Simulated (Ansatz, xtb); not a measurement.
# CH4ClGe−: which of two isomers lies lower

We compare I, `[CH2-][GeH2][Cl]`, a singlet, with II, `[CH3][GeH-][Cl]`, a singlet. Both are isolated ions in the gas phase, relaxed with r2SCAN-D4/def2-SVPD; the shapes shown needn't be the lowest conformers.

I (Å):

| atom | x (Å) | y (Å) | z (Å) |
| --- | --- | --- | --- |
| C | -0.4459 | -0.1781 | 1.8048 |
| Cl | 2.6308 | 0.6267 | 3.8977 |
| Ge | 1.2550 | 0.4858 | 1.8551 |
| H | -0.5678 | -1.2595 | 1.9602 |
| H | -1.2317 | 0.4170 | 2.2916 |
| H | 1.3966 | 1.9867 | 1.5226 |
| H | 2.3102 | -0.3188 | 1.0661 |

II (Å):

```yaml
atoms:
  - { symbol: C, position_ang: [1.2877, -0.8377, -0.0427] }
  - { symbol: Cl, position_ang: [-1.4273, 0.6543, 1.0039] }
  - { symbol: Ge, position_ang: [0.9294, 1.0236, 0.7122] }
  - { symbol: H, position_ang: [2.3784, -1.0228, -0.0296] }
  - { symbol: H, position_ang: [1.2747, 0.5741, 2.2229] }
  - { symbol: H, position_ang: [0.7942, -1.6321, 0.5398] }
  - { symbol: H, position_ang: [0.9459, -0.9081, -1.0885] }
```

Task: Estimate E(II) − E(I) at the level CCSD(T)/def2-SVPD + ΔMP2/def2-TZVPPD.

Result: Calculated at CCSD(T)/def2-SVPD + ΔMP2/def2-TZVPPD: E(II) − E(I) = −111.1 kJ/mol, so structure II lies lower.

How the difference moves with the method:

```
                               level             geometry  E(II) − E(I) (kJ/mol)  departure from the last row (kJ/mol)  job, with rough time for the two
                 r2SCAN-D4/def2-SVPD  r2SCAN-D4/def2-SVPD                  −112.1                                  −1.0                optimisation, 61 s
                        HF/def2-SVPD  r2SCAN-D4/def2-SVPD                  −126.3                                 −15.2           part of the CCSD(T) run
                       MP2/def2-SVPD  r2SCAN-D4/def2-SVPD                  −102.9                                  +8.2           part of the CCSD(T) run
                   CCSD(T)/def2-SVPD  r2SCAN-D4/def2-SVPD                  −110.3                                  +0.8                      single point
CCSD(T)/def2-SVPD + ΔMP2/def2-TZVPPD  r2SCAN-D4/def2-SVPD                  −111.1                                                      single point, 40 s
```

As drawn, II has 1 C–H in place of 1 Ge–H.

The levels shown agree on the order. The largest departure from CCSD(T)/def2-SVPD + ΔMP2/def2-TZVPPD is that of HF/def2-SVPD, 15.2 kJ/mol. Levels run at GFN2-xTB geometries aren't shown. The last row adds to CCSD(T) the change of the MP2 difference between the two basis sets, here −0.8 kJ/mol.

With harmonic frequencies from r2SCAN-D4/def2-SVPD (ideal gas, rigid rotor, one conformer each, 298.15 K, 1 atm): the zero-point term adds +9.2 kJ/mol; ΔH is −102.1 and ΔG −102.8 kJ/mol.

The correlated steps freeze 15 core orbitals; the filled d shell of Ge is correlated, in a basis made for valence electrons. Mirror images aren't counted in ΔG. Run with Ansatz 0.2.0; the last row on 2 threads of Intel(R) Xeon(R) Platinum 8259CL CPU @ 2.50GHz (Skylake/Cascade Lake) on a shared host.
